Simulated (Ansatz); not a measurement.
Consider the ligand exchange at the Si–C bond: `OC([SiH3])N[SiH3]` + `OC([SiH3])S` → `[SiH3]OC([SiH3])S` + `OCN[SiH3]`.

Isolated molecules relaxed with PBE0-D4/def2-TZVP in Ansatz; ΔE leaves out vibrations. CCSD(T)/CBS adds triple-zeta CCSD(T) − MP2 to the extrapolated MP2 energy (def2 sets, frozen cores). Functionals use def2-TZVPP. Each species was taken in one conformer, which may not be the lowest.

```
             level  ΔE (kJ/mol)
            B2PLYP       -128.1
SCS-MP2/def2-TZVPP       -131.6
```

What does CCSD(T)/CBS give? (Best estimate.)

The calculation gave: -124.1 kJ/mol. The listed levels differ from it by -4.0, -7.5 kJ/mol.

Largest T1 diagnostic among the species: 0.012.

In def2-TZVPP, CCSD(T) changes the Hartree–Fock value by +17.6 kJ/mol (the triples alone add +2.0 kJ/mol) and MP2 by +13.6 kJ/mol. From PBE to PBE0 (25 % exact exchange), in def2-TZVPP and without D4, ΔE moves by −6.1 kJ/mol.
